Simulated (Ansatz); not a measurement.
Reactions of GeH₈N₂Si, SMILES `N[SiH2][GeH2][NH2]`.

Program: Ansatz. Geometries: PBE0-D4/def2-TZVP. ΔE: electronic, gas phase. CCSD(T)/CBS adds triple-zeta CCSD(T) − MP2 to the extrapolated MP2 energy (def2 sets, frozen cores). This one scheme is used for every species. DFT in def2-TZVPP. For Ge outer-core shells are correlated without core-valence functions, which leaves a few kJ/mol of doubt a bond. Scalar relativity is left out up to krypton. One conformer a species, not always the lowest.

```tsv
reaction	ωB97X-V (kJ/mol)	HF/CBS(def2) (kJ/mol)	r2SCAN-D4 (kJ/mol)	PBE-D4 (kJ/mol)
`N[SiH2][GeH2][NH2]` + H₂ → `[NH2][GeH3]` + `N[SiH3]`	-14	-47	-4	4
`N[SiH2][GeH2][NH2]` + `N[SiH](S)Cl` → `N[SiH2]S[SiH](N)Cl` + `[NH2][GeH3]`	-72	-70	-72	-64
`N[SiH2][GeH2][NH2]` + `O[SiH2][SiH3]` → `N[SiH2]O[SiH2][SiH3]` + `[NH2][GeH3]`	-126	-151	-122	-103
`N[SiH2][GeH2][NH2]` + `OB(O)F` → `[NH2][GeH2][B](O)O` + `N[SiH2]F`	4	9	10	12
`N[SiH2][GeH2][NH2]` + `N[Si](O)(Cl)Cl` → `N[SiH2]O[Si](N)(Cl)Cl` + `[NH2][GeH3]`	-126	-152	-121	-103
```

(1) Give the CCSD(T)/CBS values in the same order. (An estimate is asked.)

Largest T1 diagnostic: 0.012, for `[NH2][GeH2][B](O)O`.

## Answers

(1) Ansatz gave: -9, -71, -125, 1, -126 kJ/mol.
